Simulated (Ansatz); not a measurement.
How basis sets differ on GeO (SMILES [O]=[Ge])

GeO has 2 atoms, charge 0, and is taken as a singlet. As SMILES, `[O]=[Ge]`. The coordinates come from a PBE0-D4/def2-TZVP relaxation.

```
atom   x (Å)   y (Å)    z (Å)
   O  0.0000  0.0000  -0.0230
  Ge  0.0000  0.0000   1.5995
```

Each level gives the electronic atomisation energy (eV). The values are calculated. Electronic energies at fixed atoms, without zero-point motion or spin-orbit coupling.

| level | kind | program | value (eV) | CPU time (all runs) |
| --- | --- | --- | --- | --- |
| MP2/STO-3G | perturbation theory | Ansatz | 7.09 | 0.22 s |
| MP2/pc-0 | perturbation theory | Ansatz | 6.15 | 0.29 s |
| MP2/pc-1 | perturbation theory | Ansatz | 6.63 | 0.57 s |
| MP2/pc-2 | perturbation theory | Ansatz | 7.37 | 1.2 s |
| MP2/pc-3 | perturbation theory | Ansatz | 7.58 | 4.6 s |
| MP2/pc-4 | perturbation theory | Ansatz | 7.67 | 22 s |

All-electron rows without a relativistic Hamiltonian named are non-relativistic. The values span 6.15 to 7.67 eV. In the correlated wave-function rows the outer d shell of Ge is correlated, in sets not made for it. CPU times are rough (shared hosts, several kinds of processor and program).
